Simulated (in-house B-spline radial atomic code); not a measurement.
How numerical settings move a run on the iodine ion I³⁺, [Kr] 4d10 5s2 5p2. Computed with a B-spline radial code for spherical atoms: non-relativistic BP86, spin-polarised, spherical fractional occupations, point nucleus.

Command:
```bash
python run_scf.py task.json out
```
Settings of the sound reference run:
```
Z                53
electrons        50
configuration    [Kr] 4d10 5s2 5p2
hamiltonian      nr
method           b88,p86
spin_polarised   True
knot_spacing     0.22
spline_order     8
gauss_points     12
box_radius       16.22
max_iterations   70
damping          0.5
damped_steps     3
diis_vectors     10
tolerance        1e-08
start            Thomas-Fermi
```

Time taken, with all properties: 0.33 s on 1 thread of Arm Neoverse N1, on a shared host.

It converges in 9 iterations to -6918.998566 hartree, with 5p up at -35.0731 eV. The other runs change the listed settings, some to values that make no sense; their results aren't properties of the atom or ion. Radii are in bohr (the nuclear one in fm), a minus after a letter asks for a j subshell, and «unchanged» means within 1e-8 hartree. The run stops when the residual is below 10 × tolerance × max(1, Z/10), or a noise floor if that is larger, and the energy moves by less than 1e-8 × √|E| hartree; so very loose and very tight tolerances often act alike.

```tsv
changed settings	outcome
spline_order = 5	converged in 9 iterations, energy +1.49e-04 hartree from the reference, 5p up level +1.4e-05 eV
first_knot = 1.89e-06	converged in 8 iterations, energy +2.39e-06 hartree from the reference, 5p up level +8.6e-05 eV
first_knot = 0.0189	converged in 9 iterations, energy +3.08e-06 hartree from the reference, 5p up level -5.5e-06 eV
first_knot = 0.000189	converged in 9 iterations, energy -1.01e-06 hartree from the reference, 5p up level -5.0e-06 eV
first_knot = 0.00189	converged in 9 iterations, energy -1.21e-07 hartree from the reference, 5p up level +2.3e-06 eV
max_iterations = 5, tolerance = 1e-06	not converged after 5 iterations, last residual 7.3e-03, last energy +1.38e-03 hartree from the reference
gauss_points = 6, max_iterations = 60, diis_vectors = 4	converged in 10 iterations, energy +5.07e-07 hartree from the reference, 5p up level +9.9e-06 eV
electrons = 51, configuration = [Kr] 4d10 5s2 5p2 1f1, max_iterations = 60	stopped with error: there is no 1f shell
first_knot = 0.0566	converged in 9 iterations, energy +5.99e-03 hartree from the reference, 5p up level -9.5e-06 eV
hamiltonian = dirac, method = hf, spin_polarised = False, nucleus = fermi, rms_radius = 4.75, mass_number = 127, atomic_mass = 126.9045, speed_of_light = 39.75414	stopped with error: Z/c is past the critical charge
electrons = 51, configuration = [Kr] 4d10 5s2 5p2 6p-1, max_iterations = 50	stopped with error: j subshells need the Dirac Hamiltonian and l > 0
max_iterations = 50, damping = 0.2, damped_steps = 0, tolerance = 0.01	converged in 7 iterations, energy unchanged, 5p up level -8.1e-06 eV
first_knot = 1.89e-05, max_iterations = 60, diis_vectors = 4	converged in 8 iterations, energy +1.13e-06 hartree from the reference, 5p up level +8.8e-05 eV
diis_vectors = 4	converged in 10 iterations, energy unchanged, 5p up level +1.2e-05 eV
knot_spacing = 2, max_iterations = 60, diis_vectors = 2, tolerance = 1e-10	converged in 11 iterations, energy +5.54e+02 hartree from the reference, 5p up level -7.3e+00 eV (the program warns: 5p up reaches the box edge; 1s up reaches the box edge)
spline_order = 3	converged in 9 iterations, energy +2.25e-01 hartree from the reference, 5p up level +5.2e-03 eV
```

What happens with spline_order = 4?

Converged in 9 iterations, energy +4.20e-03 hartree from the reference, 5p up level +5.2e-05 eV.

What happens with diis_vectors = 0?

Converged in 20 iterations, energy unchanged, 5p up level +7.1e-06 eV.

What happens with diis_vectors = 20?

Converged in 9 iterations, energy unchanged.

What happens with diis_vectors = 1?

Not converged after 70 iterations, last residual 1.1e-06, last energy +0.00e+00 hartree from the reference.
